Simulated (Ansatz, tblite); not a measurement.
Removing and adding an electron: Al17As17H40. Charge 0, multiplicity 1. Geometry: PBE-D4/def2-SVP. Ansatz, gas phase; energy differences of separate SCF runs; the oxidised species was run as a doublet alone; the reduced species was run as a doublet alone.

Cartesian coordinates in Å:
```
As -2.829 -3.927 -2.490
Al -0.480 -4.160 -3.429
Al 0.034 -5.085 0.715
As 0.786 -3.806 -1.322
Al 3.178 -4.061 -1.941
As 4.199 -3.469 0.315
Al -3.438 -1.543 -2.177
As -2.545 -0.499 -4.313
Al -2.681 -1.989 1.500
As -0.693 -3.226 2.284
As -1.811 -0.779 -0.513
Al 0.518 -1.428 -1.002
Al -0.533 0.996 -4.252
As 1.274 -0.188 -3.042
Al 1.127 -1.738 3.038
As 1.764 -0.542 0.931
Al 4.158 -1.048 0.858
Al 3.222 1.308 -2.708
As 4.865 -0.013 -1.351
Al -5.482 0.933 2.123
As -3.377 -0.135 2.991
As -4.393 2.146 0.130
Al -2.011 1.641 -0.342
As -1.207 2.641 -2.490
Al -1.580 1.426 3.695
As 0.364 0.109 4.505
As -0.795 2.519 1.577
Al 1.505 1.874 1.098
Al 0.592 4.337 -2.174
As 2.293 2.915 -1.035
Al 2.297 1.494 5.324
As 2.837 2.596 3.060
Al -1.022 4.974 1.930
As -0.369 5.810 -0.404
H -3.946 -4.617 -3.266
H -3.014 -4.614 -1.146
H -0.287 -5.592 -4.115
H -0.425 -2.809 -4.326
H -1.290 -5.916 0.336
H 1.327 -5.780 1.373
H 3.601 -5.553 -2.334
H 3.669 -2.796 -2.823
H 3.509 -4.173 1.475
H 5.617 -3.983 0.547
H -4.956 -1.085 -1.983
H -2.456 -1.455 -5.494
H -3.645 0.407 -4.869
H -3.905 -2.922 1.038
H -1.161 -3.937 3.555
H -0.179 1.647 -5.665
H 1.776 -1.248 -4.012
H 2.421 -2.504 3.601
H 5.079 -0.446 2.017
H 3.865 1.989 -4.001
H 5.582 -0.992 -2.270
H 6.036 0.933 -1.098
H -6.417 -0.166 1.426
H -6.016 2.091 3.092
H -3.825 -0.801 4.291
H -5.191 1.971 -1.156
H -4.483 3.663 0.243
H -2.381 3.430 -3.067
H -2.064 2.554 4.722
H -0.149 -0.566 5.777
H 1.096 5.077 -3.496
H 3.435 3.863 -0.680
H 3.572 0.570 5.623
H 1.809 2.694 6.265
H 4.311 2.467 2.695
H 2.749 4.116 3.106
H -2.564 5.379 2.097
H 0.172 5.496 2.868
H -1.556 6.475 -1.095
H 0.519 7.049 -0.340
```

The xTB rows come from tblite. Single mean-field runs in def2-SVP are fitted with def2-universal-jkfit. HOMO above LUMO, or a gap near zero within one spin, warns that the state may not be the lowest or that an electron is smeared out.

| level | −HOMO (eV) | vertical IE (eV) | −LUMO (eV) | vertical EA (eV) | HOMO–LUMO gap (eV) | IE − EA (eV) | remarks |
| --- | --- | --- | --- | --- | --- | --- | --- |
| GFN1-xTB | 9.96 | 11.18 | 6.91 | 5.74 | 3.05 | 5.44 | – |
| PBE-D4/def2-SVP | 5.78 | 7.13 | 2.75 | 1.59 | 3.03 | 5.55 | gap within one spin near zero (+1 doublet) |
| PBE0-D4/def2-SVP | 6.74 | 7.67 | 2.14 | 1.43 | 4.60 | 6.24 | – |

(1) Estimate the rows for GFN2-xTB, B97M-V/def2-SVP.

Answers

(1) 
```tsv
level	−HOMO (eV)	vertical IE (eV)	−LUMO (eV)	vertical EA (eV)	HOMO–LUMO gap (eV)	IE − EA (eV)	remarks
GFN2-xTB	9.36	10.64	7.28	5.95	2.08	4.69	–
B97M-V/def2-SVP	6.20	7.47	2.83	1.53	3.37	5.94	gap within one spin near zero (+1 doublet)
```

   Raw xTB energy differences between charge states are shifted by several eV; the methods need an empirical correction for them. Sets without diffuse functions give affinities that are too small.
